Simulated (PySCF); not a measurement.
Nb(S)(OH)(NH2)2 (H₅N₂NbOS), SMILES [Nb](=[S])([NH2])([OH])[NH2], multiplicity 1. Geometry: B3LYP-D3(BJ)/def2-SVP. The multiplicity is an assumed one; no other spin state was optimised. The structure was generated by enumeration; whether it is a known compound was not checked. The def2 effective core potentials stand for the cores of Nb; spin–orbit coupling is left out. One conformer was computed; it need not be the lowest.

These are B3LYP-D3(BJ)/def2-SVP (PySCF) values and carry that method's errors.

Harmonic wavenumbers (cm⁻¹): 122, 150, 159, 192, 199, 224, 273, 327, 440, 457, 489, 520, 539, 604, 683, 684, 722, 1496, 1499, 3527, 3530, 3626, 3626, 3883. Rotational constants (GHz): 2.849, 1.984, 1.932; symmetry number 1.

Work out the zero-point energy and the ideal-gas rigid-rotor harmonic-oscillator thermochemistry at 298.15 K and 1 atm.

ZPE = ½ Σ hcν = ½ × 27968 cm⁻¹ = 167.28 kJ/mol. H − E(el) = 193.35 kJ/mol. Entropy in J/(mol K): translation 173.09, rotation 116.22, vibration 93.38, total 382.69. G − E(el) = 79.25 kJ/mol. Cp = 136.29 J/(mol K). Modes under 150 cm⁻¹ make the vibrational entropy uncertain.
